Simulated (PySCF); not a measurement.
H₂O₃P, SMILES [P](O)(=O)O, multiplicity 2. Coordinates come from a PBE0-D3(BJ)/def2-SVP optimisation. The isomer is the one that the SMILES or the coordinates give; other isomers of the formula were not compared. Other conformers were not sampled.

Question: Give the equilibrium geometry at PBE0-D3(BJ)/def2-SVP (PySCF confirms it by a frequency run) as Cartesian coordinates in Å. (Estimate from the structure and the level; the computed values follow.)

Answer: This is not unique; one that fits is 
```xyz
6

O      1.4610    -0.0826     0.5435
P      0.2234     0.0011    -0.2776
O     -0.9265    -1.1346     0.0110
O     -0.6832     1.3239    -0.0292
H     -0.5378    -2.0124     0.1289
H     -1.6236     1.1428    -0.1668
```
Charge 0, spin multiplicity 2.
